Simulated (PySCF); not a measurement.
Species: `CN1CCC[SiH2]1`. The columns A, B, C and D hold Mulliken, IAO, Hirshfeld and ESP-fitted charges (e) of one PBE0/pcSseg-1 density (PySCF), in a shuffled order. Coordinates in Å (PBE0-D3(BJ)/def2-SVP); the density's dipole moment is (-0.11, -0.76, 0.07) D.

```csv
atom,x,y,z,A,B,C,D
C1,2.098,-0.121,0.236,-0.468,-0.288,-0.068,-0.049
N2,0.678,0.038,0.117,-0.168,-0.507,-0.175,-0.812
C3,-0.130,-1.164,0.163,-0.116,-0.137,-0.025,+0.029
C4,-1.548,-0.784,-0.259,-0.029,-0.246,-0.068,-0.245
C5,-1.908,0.570,0.373,-0.316,-0.544,-0.159,-0.541
Si6,-0.261,1.490,0.315,+0.532,+0.860,+0.359,+0.782
H7,2.502,-0.778,-0.557,+0.144,+0.127,+0.035,+0.103
H8,2.606,0.851,0.143,+0.168,+0.139,+0.045,+0.113
H9,2.403,-0.560,1.209,+0.138,+0.116,+0.030,+0.097
H10,-0.134,-1.620,1.178,+0.073,+0.102,+0.023,+0.100
H11,0.286,-1.932,-0.518,+0.078,+0.125,+0.035,+0.112
H12,-1.574,-0.690,-1.358,+0.042,+0.133,+0.038,+0.128
H13,-2.267,-1.575,0.012,+0.042,+0.135,+0.040,+0.125
H14,-2.743,1.068,-0.142,+0.087,+0.147,+0.040,+0.147
H15,-2.203,0.446,1.429,+0.090,+0.142,+0.038,+0.144
H16,0.041,2.257,1.570,-0.147,-0.154,-0.094,-0.119
H17,-0.097,2.458,-0.820,-0.151,-0.151,-0.093,-0.113
```

**Question.** Which column most likely holds the ESP-fitted charges?

**Answer.** A. Σ q r misses the density's dipole by 0.02 D (A), 0.53 D (C), 1.05 D (D), 1.19 D (B). Charges fitted to the outside potential are the only set here that is tied to the molecule's multipoles.

**Question.** And the Hirshfeld charges?

**Answer.** C. The mean sizes are 0.080 e (C), 0.164 e (A), 0.221 e (D), 0.238 e (B), and Hirshfeld charges are commonly the smallest of these schemes.

As computed, A = ESP-fitted, B = IAO, C = Hirshfeld, D = Mulliken. Hydrogens on carbon: ESP-fitted +0.04 to +0.17, IAO +0.10 to +0.15, Hirshfeld +0.02 to +0.05, Mulliken +0.10 to +0.15 e.

The ESP scheme fits charges at the nuclei, held to the total charge, to the electrostatic potential on points at 1.4 to 2.0 times the van der Waals radii. The Mulliken scheme gives each basis function's population to the atom it is centred on and halves the overlap population of two atoms between them.

One conformer (not necessarily the lowest) at the PBE0-D3(BJ)/def2-SVP geometry, without solvent, vibrations or thermal averaging.

The run behind these numbers computed NMR shieldings as well. Hardware: one thread, AMD EPYC 9R45 (x86_64) (shared host). Cost: 12 s, 0.74 GiB resident at most.
